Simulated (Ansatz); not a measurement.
## Nudged elastic band run: Cl2GeH6Si

Input:

```yaml
crystal:
  periodic: [false, false, false]
  atoms:
    - { symbol: Ge, position_ang: [-0.417096, -0.664356, -0.144182] }
    - { symbol: Cl, position_ang: [-0.621971, -1.256871, 1.912821] }
    - { symbol: H, position_ang: [1.072681, -0.499431, -0.454802] }
    - { symbol: Cl, position_ang: [-1.363788, 1.256112, -0.381586] }
    - { symbol: H, position_ang: [-1.178886, -1.668999, -1.012125] }
    - { symbol: Si, position_ang: [1.440135, 3.018737, 1.343771] }
    - { symbol: H, position_ang: [2.583853, 3.684451, 2.037372] }
    - { symbol: H, position_ang: [1.80739, 2.790733, -0.086002] }
    - { symbol: H, position_ang: [0.2343, 3.891638, 1.425501] }
    - { symbol: H, position_ang: [1.166283, 1.708385, 2.004231] }
basis:
  gaussian: { orbitals: def2-SVP }
hamiltonian:
  xc: pbe0
neb:
  order_check: false
  images: 7
  f_tol: 0.03
  max_iterations: 60
  final_atoms:
    - { symbol: Ge, position_ang: [0.09092289, 0.52907749, -0.37944423] }
    - { symbol: Cl, position_ang: [0.82985283, -0.2997206, 2.94576401] }
    - { symbol: H, position_ang: [1.08122118, -0.64377342, -0.46143556] }
    - { symbol: Cl, position_ang: [-0.38268836, 1.05761031, -2.44433668] }
    - { symbol: H, position_ang: [-1.23704862, 0.05786143, 0.23986892] }
    - { symbol: Si, position_ang: [0.98935387, 2.48589689, 0.66468324] }
    - { symbol: H, position_ang: [2.40043525, 2.25106219, 1.09127073] }
    - { symbol: H, position_ang: [0.94148994, 3.61253626, -0.31360599] }
    - { symbol: H, position_ang: [0.16720951, 2.84769388, 1.86081799] }
    - { symbol: H, position_ang: [-0.15784748, 0.36215457, 3.44141657] }
  initial_path:
    images:
      - { positions_ang: [[-0.417096, -0.664356, -0.144182], [-0.621971, -1.256871, 1.912821], [1.072681, -0.499431, -0.454802], [-1.363788, 1.256112, -0.381586], [-1.178886, -1.668999, -1.012125], [1.440135, 3.018737, 1.343771], [2.583853, 3.684451, 2.037372], [1.80739, 2.790733, -0.086002], [0.2343, 3.891638, 1.425501], [1.166283, 1.708385, 2.004231]] }
      - { positions_ang: [[-0.31846473, -0.49619121, -0.10784691], [-0.47036378, -0.94067901, 2.07740293], [1.163861, -0.37868302, -0.47086161], [-1.28265873, 1.4014383, -0.46995817], [-1.07800363, -1.56270787, -0.88738942], [1.32924661, 2.83070967, 1.21326101], [2.47240961, 3.26298933, 1.95094651], [1.71459136, 2.85547538, -0.14683945], [0.17234933, 3.67288072, 1.45975447], [1.01993394, 1.6151667, 2.02652964]] }
      - { positions_ang: [[-0.21983345, -0.32802642, -0.07151182], [-0.31875655, -0.62448702, 2.24198486], [1.25504101, -0.25793504, -0.48692122], [-1.20152946, 1.5467646, -0.55833034], [-0.97712125, -1.45641673, -0.76265383], [1.21835821, 2.64268235, 1.08275103], [2.36096623, 2.84152766, 1.86452101], [1.62179272, 2.92021776, -0.20767691], [0.11039867, 3.45412344, 1.49400795], [0.87358487, 1.5219484, 2.04882828]] }
      - { positions_ang: [[-0.12120218, -0.15986163, -0.03517673], [-0.16714933, -0.30829503, 2.40656678], [1.34622101, -0.13718706, -0.50298084], [-1.12040018, 1.69209089, -0.64670252], [-0.87623888, -1.3501256, -0.63791825], [1.10746982, 2.45465502, 0.95224104], [2.24952284, 2.42006599, 1.77809552], [1.52899409, 2.98496015, -0.26851436], [0.048448, 3.23536616, 1.52826142], [0.72723581, 1.4287301, 2.07112692]] }
      - { positions_ang: [[-0.02257091, 0.00830317, 0.00115835], [-0.01554211, 0.00789696, 2.57114871], [1.43740102, -0.01643908, -0.51904045], [-1.03927091, 1.83741719, -0.73507469], [-0.7753565, -1.24383447, -0.51318266], [0.99658142, 2.2666277, 0.82173106], [2.13807946, 1.99860433, 1.69167003], [1.43619545, 3.04970253, -0.32935181], [-0.01350267, 3.01660888, 1.5625149], [0.58088674, 1.3355118, 2.09342556]] }
      - { positions_ang: [[0.00580254, 0.13849675, -0.09399229], [0.19580663, -0.06900743, 2.66480254], [1.34835606, -0.17327266, -0.50463923], [-0.87512527, 1.64246547, -1.16239018], [-0.89077953, -0.91841049, -0.32491977], [0.99477453, 2.321445, 0.7824691], [2.20366841, 2.06171879, 1.5415702], [1.31251907, 3.19041096, -0.32541536], [0.03167537, 2.97438013, 1.63709067], [0.39620319, 1.09217249, 2.43042331]] }
      - { positions_ang: [[0.03417599, 0.26869033, -0.18914294], [0.40715536, -0.14591182, 2.75845636], [1.2593111, -0.33010625, -0.490238], [-0.71097963, 1.44751375, -1.58970568], [-1.00620256, -0.59298652, -0.13665687], [0.99296765, 2.37626229, 0.74320715], [2.26925735, 2.12483326, 1.39147038], [1.1888427, 3.33111939, -0.3214789], [0.07685342, 2.93215138, 1.71166644], [0.21151963, 0.84883318, 2.76742106]] }
      - { positions_ang: [[0.06254944, 0.39888391, -0.28429359], [0.6185041, -0.22281621, 2.85211019], [1.17026614, -0.48693983, -0.47583678], [-0.546834, 1.25256203, -2.01702118], [-1.12162559, -0.26756254, 0.05160602], [0.99116076, 2.43107959, 0.7039452], [2.3348463, 2.18794772, 1.24137056], [1.06516632, 3.47182782, -0.31754244], [0.12203146, 2.88992263, 1.78624222], [0.02683607, 0.60549388, 3.10441881]] }
      - { positions_ang: [[0.09092289, 0.52907749, -0.37944423], [0.82985283, -0.2997206, 2.94576401], [1.08122118, -0.64377342, -0.46143556], [-0.38268836, 1.05761031, -2.44433668], [-1.23704862, 0.05786143, 0.23986892], [0.98935387, 2.48589689, 0.66468324], [2.40043525, 2.25106219, 1.09127073], [0.94148994, 3.61253626, -0.31360599], [0.16720951, 2.84769388, 1.86081799], [-0.15784748, 0.36215457, 3.44141657]] }
```

Run as:

```bash
$ ansatz run input.yaml --threads 4 --pin off --max-ram 5120MiB --backend cpu --events-out ev --progress --plain --runs-dir out
```

Output, in part (warnings, iteration lines, the closing report on the highest movable image, with atoms numbered from 0):

```
NEB end point (image 0): max|allowed force component| = 2.472e-2 eV/Å (the criterion of neb.relax_end_points is 1.000e-2)
NEB end point (image 8): max|allowed force component| = 2.320e-2 eV/Å (the criterion of neb.relax_end_points is 1.000e-2)
NEB iter   1: max|band force component| = 1.984e1 eV/Å  barrier→ = 4.9956 eV  barrier← = 4.4587 eV  Δτ_max = 0.2000 Å  (225 SCF iters)
NEB iter   2: max|band force component| = 6.318e0 eV/Å  barrier→ = 3.6245 eV  barrier← = 3.0876 eV  Δτ_max = 0.2000 Å  (198 SCF iters)
NEB iter   3: max|band force component| = 2.552e0 eV/Å  barrier→ = 2.8371 eV  barrier← = 2.3002 eV  Δτ_max = 0.2000 Å  (188 SCF iters)
NEB iter   4: max|band force component| = 1.274e0 eV/Å  barrier→ = 2.2192 eV  barrier← = 1.6823 eV  Δτ_max = 0.1990 Å  (187 SCF iters)
NEB iter   5: max|band force component| = 9.740e-1 eV/Å  barrier→ = 1.9168 eV  barrier← = 1.3799 eV  Δτ_max = 0.2000 Å  (188 SCF iters)
NEB iter   6: max|band force component| = 9.876e-1 eV/Å  barrier→ = 1.9444 eV  barrier← = 1.4075 eV  Δτ_max = 0.1000 Å  (185 SCF iters)
NEB iter   7: max|band force component| = 5.297e-1 eV/Å  barrier→ = 1.9229 eV  barrier← = 1.3860 eV  Δτ_max = 0.1001 Å  (180 SCF iters)
NEB iter   8: max|band force component| = 9.078e-1 eV/Å  barrier→ = 1.8372 eV  barrier← = 1.3002 eV  CI = image 3  Δτ_max = 0.1935 Å  (183 SCF iters)
NEB iter   9: max|band force component| = 1.414e0 eV/Å  barrier→ = 2.1659 eV  barrier← = 1.6290 eV  CI = image 3  Δτ_max = 0.2000 Å  (182 SCF iters)
NEB iter  10: max|band force component| = 4.860e-1 eV/Å  barrier→ = 2.4619 eV  barrier← = 1.9249 eV  CI = image 3  Δτ_max = 0.1871 Å  (190 SCF iters)
NEB iter  11: max|band force component| = 3.684e-1 eV/Å  barrier→ = 2.3848 eV  barrier← = 1.8478 eV  CI = image 3  Δτ_max = 0.0949 Å  (180 SCF iters)
NEB iter  12: max|band force component| = 2.821e-1 eV/Å  barrier→ = 2.3551 eV  barrier← = 1.8182 eV  CI = image 3  Δτ_max = 0.0949 Å  (182 SCF iters)
NEB iter  13: max|band force component| = 2.150e-1 eV/Å  barrier→ = 2.3271 eV  barrier← = 1.7901 eV  CI = image 3  Δτ_max = 0.0950 Å  (175 SCF iters)
NEB iter  14: max|band force component| = 1.908e-1 eV/Å  barrier→ = 2.3001 eV  barrier← = 1.7632 eV  CI = image 3  Δτ_max = 0.0954 Å  (181 SCF iters)
NEB iter  15: max|band force component| = 1.766e-1 eV/Å  barrier→ = 2.2743 eV  barrier← = 1.7373 eV  CI = image 3  Δτ_max = 0.0958 Å  (179 SCF iters)
NEB iter  16: max|band force component| = 1.540e-1 eV/Å  barrier→ = 2.2512 eV  barrier← = 1.7142 eV  CI = image 3  Δτ_max = 0.0959 Å  (177 SCF iters)
NEB iter  17: max|band force component| = 1.301e-1 eV/Å  barrier→ = 2.2315 eV  barrier← = 1.6946 eV  CI = image 3  Δτ_max = 0.0947 Å  (176 SCF iters)
NEB iter  18: max|band force component| = 1.339e-1 eV/Å  barrier→ = 2.2162 eV  barrier← = 1.6793 eV  CI = image 3  Δτ_max = 0.0475 Å  (179 SCF iters)
NEB iter  19: max|band force component| = 8.516e-2 eV/Å  barrier→ = 2.2104 eV  barrier← = 1.6735 eV  CI = image 3  Δτ_max = 0.0471 Å  (179 SCF iters)
NEB iter  20: max|band force component| = 6.370e-2 eV/Å  barrier→ = 2.2058 eV  barrier← = 1.6689 eV  CI = image 3  Δτ_max = 0.0470 Å  (181 SCF iters)
NEB iter  21: max|band force component| = 6.999e-2 eV/Å  barrier→ = 2.2025 eV  barrier← = 1.6655 eV  CI = image 3  Δτ_max = 0.0470 Å  (180 SCF iters)
NEB iter  22: max|band force component| = 7.068e-2 eV/Å  barrier→ = 2.2003 eV  barrier← = 1.6634 eV  CI = image 3  Δτ_max = 0.0470 Å  (180 SCF iters)
NEB iter  23: max|band force component| = 1.014e-1 eV/Å  barrier→ = 2.1992 eV  barrier← = 1.6623 eV  CI = image 3  Δτ_max = 0.0470 Å  (181 SCF iters)
NEB iter  24: max|band force component| = 9.739e-2 eV/Å  barrier→ = 2.1989 eV  barrier← = 1.6619 eV  CI = image 3  Δτ_max = 0.0940 Å  (183 SCF iters)
NEB iter  25: max|band force component| = 1.031e-1 eV/Å  barrier→ = 2.1987 eV  barrier← = 1.6618 eV  CI = image 3  Δτ_max = 0.0938 Å  (179 SCF iters)
NEB iter  26: max|band force component| = 6.963e-2 eV/Å  barrier→ = 2.1990 eV  barrier← = 1.6621 eV  CI = image 3  Δτ_max = 0.0935 Å  (178 SCF iters)
NEB iter  27: max|band force component| = 9.901e-2 eV/Å  barrier→ = 2.1984 eV  barrier← = 1.6615 eV  CI = image 3  Δτ_max = 0.0470 Å  (178 SCF iters)
NEB iter  28: max|band force component| = 7.981e-2 eV/Å  barrier→ = 2.1984 eV  barrier← = 1.6614 eV  CI = image 3  Δτ_max = 0.0470 Å  (176 SCF iters)
NEB iter  29: max|band force component| = 5.528e-2 eV/Å  barrier→ = 2.1983 eV  barrier← = 1.6614 eV  CI = image 3  Δτ_max = 0.0470 Å  (176 SCF iters)
NEB iter  30: max|band force component| = 2.904e-2 eV/Å  barrier→ = 2.1983 eV  barrier← = 1.6614 eV  CI = image 3  Δτ_max = 0.0000 Å  (345 SCF iters)
Total energy: -89502.08997353 eV, -3289.1411398316 hartree
Atom 0 at    -0.045104     0.209394     0.046479 Å, force    -0.002118     0.001037    -0.001390 eV/Å
Atom 1 at     1.022553    -0.843569     2.139380 Å, force     0.000277    -0.000213     0.000785 eV/Å
Atom 2 at     0.944088    -0.590153    -0.785241 Å, force     0.000132     0.000126     0.000192 eV/Å
Atom 3 at    -0.695337     1.733767    -1.462394 Å, force     0.000197    -0.001099     0.001139 eV/Å
Atom 4 at    -1.395429    -0.228710     0.589123 Å, force     0.001271     0.000049    -0.000628 eV/Å
Atom 5 at     0.928956     2.503047     1.111515 Å, force     0.002447    -0.000166     0.000209 eV/Å
Atom 6 at     1.690859     2.570768     2.393939 Å, force    -0.000374    -0.000051    -0.000638 eV/Å
Atom 7 at     1.779512     2.891197    -0.040055 Å, force    -0.000340    -0.000260     0.000472 eV/Å
Atom 8 at    -0.367957     3.214658     1.219018 Å, force    -0.001253     0.000880     0.000118 eV/Å
Atom 9 at     0.860761     0.800000     1.433235 Å, force    -0.000239    -0.000303    -0.000259 eV/Å
Dipole moment:    -0.013870     0.388506    -0.123832 e Å
```

The run converged. Neighbouring images differ by up to 1.6 eV, so the band resolves the path poorly. A vibrational analysis at the climbing image gives one clearly imaginary mode, 752i cm⁻¹: a first-order saddle point. The orbitals stay closed-shell, which can raise the energy where a bond breaks towards radicals; this wasn't checked here.

Final band (atoms are numbered from 1 in the order of the input):

```tsv
image	path coordinate (Å)	energy (eV)	Ge1–Cl2 (Å)	Si6–H10 (Å)	Ge1–Si6 (Å)
0	0.00	0.00	2.15	1.49	4.39
1	1.87	0.01	2.15	1.49	4.75
2	3.73	0.58	2.18	1.48	3.85
3	5.59	2.20	2.57	1.73	2.71
4	6.91	0.69	3.24	2.52	2.40
5	8.23	0.54	3.60	3.70	2.38
6	9.55	0.54	3.63	4.32	2.38
7	10.88	0.54	3.56	4.25	2.39
8	12.20	0.54	3.51	3.68	2.39
```

Time of the run: 7.3 min on 4 threads of Arm Neoverse V1, on a shared host, peak memory 0.33 GiB.
